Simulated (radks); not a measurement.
Coherent X-ray form factor from a spherical all-electron density. Calculated with a radial shooting solver on a logarithmic mesh with Libxc functionals: Dirac Kohn-Sham, LB94 model potential, spin-unpolarised, spherical densities, finite nucleus; Fermi nuclear charge, rms radius of each element as measured or else 0.836 A^(1/3) + 0.57 fm.

sin(theta)/lambda (1/angstrom)  f0 (electrons)
0.05                                    22.617
0.1                                     21.567
0.15                                    20.076
0.2                                     18.384
0.25                                    16.671
0.3                                     15.049
0.4                                     12.284
0.5                                     10.239
0.6                                      8.819
0.8                                      7.168
1                                        6.195
1.25                                     5.179
1.5                                      4.226
2                                        2.739

The species is in the configuration that NIST lists as its ground one. Which atom or ion scatters so?

Answer. The chromium ion Cr+, [Ar] 3d5. Extrapolating in s^2 from the first two rows gives f0(0) = 23.0, near the electron count 23; among species with that count, the fall with angle is slower the higher Z, and the table is that of Z = 24; from so few rows the species is fixed only to a neighbour or two.
